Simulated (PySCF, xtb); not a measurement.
Al(Cl)(H)(SMe) (CH₄AlClS), SMILES C[S][AlH][Cl]. Other conformers were not sampled.

Harmonic wavenumbers (cm⁻¹) from GFN2-xTB in xtb at its own minimum, in rising order: 69, 110, 145, 179, 421, 453, 594, 640, 709, 941, 947, 1313, 1434, 1451, 1831, 2957, 3047, 3049.

Question: What does TPSSh-D3(BJ)/def2-SVP (PySCF 2.14.0) give at its own minimum? (The exact figures need the calculation; the answer reports its results.)

Answer: 68, 96, 112, 193, 456, 478, 570, 663, 693, 963, 973, 1343, 1469, 1479, 1997, 3050, 3155, 3169. Paired by order, the mean absolute difference is 45 cm⁻¹ and the zero-point energies are 29.0 and 29.9 kcal/mol.
